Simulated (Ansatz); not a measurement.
The cluster Sn6S12, relaxed as a singlet with RKS PBE-D4/def2-SVP in Ansatz, starting from the GFN1-xTB geometry. Force threshold 0.03 eV/Å.

In the def2 sets Sn takes a core potential; there is no spin–orbit coupling. Another isomer (singlet) lies 2.73 eV lower at PBE0-D4/def2-TZVP; other spin states weren't run for this one.

Start:

```xyz
18

Sn   -0.7308    0.6597    0.2517
Sn   -2.1313   -2.1217    2.4930
Sn    3.1025   -0.0220   -1.8250
Sn    0.3070   -2.2171   -0.2027
Sn    1.3248   -0.3989    2.3557
Sn   -1.4628   -1.7136   -2.6501
S    -0.2394   -0.0598   -4.0611
S    -2.4235   -1.8936   -0.0602
S     1.1709    2.1171    1.6421
S     1.4002    3.1274   -0.1163
S     0.5828   -0.1835   -2.1196
S     2.5981   -1.2065    0.2951
S     0.2517   -2.8208    2.2867
S    -2.8160   -0.1607   -1.1794
S    -0.3684    2.8782   -1.0531
S    -1.2123    0.1425    3.1490
S     2.9633    2.3937   -1.2140
S    -2.3167    1.4794    2.0082
```

```tsv
step	energy (eV)	largest force component (eV/Å)	SCF passes
1	-164931.8675	2.135	25
2	-164933.5431	0.726	27
3	-164933.9597	0.653	27
4	-164934.0730	0.364	23
5	-164934.1337	0.180	22
6	-164934.2081	0.454	27
7	-164934.3145	0.240	27
8	-164934.3932	0.468	27
9	-164934.4610	0.457	28
10	-164934.4844	0.349	29
11	-164934.5361	0.304	23
12	-164934.5509	0.246	24
13 (rejected)	-164934.5255	0.593	27
14	-164934.5774	0.074	23
15	-164934.5808	0.062	23
16	-164934.5848	0.064	23
17	-164934.5866	0.042	22
18	-164934.5883	0.040	23
19	-164934.5887	0.082	21
20	-164934.5900	0.024	23
```

Force components are those of the run's own axes.

End:

Cartesian coordinates in Å:
```
Sn -0.684 0.695 0.214
Sn -2.408 -1.731 2.736
Sn 3.203 -0.154 -1.956
Sn 0.540 -3.200 -0.030
Sn 1.345 -0.306 2.452
Sn -1.544 -1.519 -3.397
S -0.400 0.703 -3.825
S -2.044 -2.166 -0.057
S 1.584 2.605 1.740
S 1.503 3.301 -0.167
S 0.534 -0.362 -2.218
S 2.432 -1.383 0.189
S 0.077 -2.773 2.471
S -2.693 -0.507 -1.227
S -0.445 2.993 -0.959
S -1.306 0.546 3.546
S 2.994 2.329 -1.468
S -2.687 0.928 1.955
```

Bonds lost: Sn1–S9, Sn4–S11, Sn6–S8 (atoms count from 1). Bonds formed: Sn2–S18 (atoms count from 1). Metal–metal contacts that move far: Sn4–Sn6 3.06 to 4.30 Å, Sn1–Sn4 3.09 to 4.09 Å.

No frequencies were taken in this run, so the end may be a saddle point.

Run time 73 s (2 threads of AMD EPYC 7R13 on a shared host and a share (18 GiB) of an NVIDIA H100 80GB HBM3), peak host memory 1.1 GiB.
